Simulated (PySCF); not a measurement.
H2OSZn, SMILES [OH][Zn][SH], CAM-B3LYP/def2-SVP optimised geometry.

```
5

Zn     0.02     0.59     0.00
O     -1.74     0.76     0.00
H     -2.26    -0.05    -0.01
S      2.18     0.59     0.00
H      2.26    -0.76     0.02
```

Density from CAM-B3LYP/def2-TZVP (PySCF 2.14.0) at that geometry.

Minimum of the electron density along straight lines between bonded atoms, close to the bond critical point (lines longer than 1.1 times the sum of covalent radii, or with two minima, are not listed):

```json
[
 {"bond": "Zn1–O2", "length / Å": "1.763", "ρ at the minimum / e bohr⁻³": "0.141", "∇²ρ there / e bohr⁻⁵": "0.75", "position (fraction from the first atom)": "0.49"},
 {"bond": "O2–H3", "length / Å": "0.963", "ρ at the minimum / e bohr⁻³": "0.354", "∇²ρ there / e bohr⁻⁵": "-2.35", "position (fraction from the first atom)": "0.80"},
 {"bond": "Zn1–S4", "length / Å": "2.165", "ρ at the minimum / e bohr⁻³": "0.098", "∇²ρ there / e bohr⁻⁵": "0.19", "position (fraction from the first atom)": "0.46"},
 {"bond": "S4–H5", "length / Å": "1.351", "ρ at the minimum / e bohr⁻³": "0.209", "∇²ρ there / e bohr⁻⁵": "-0.58", "position (fraction from the first atom)": "0.64"}
]
```
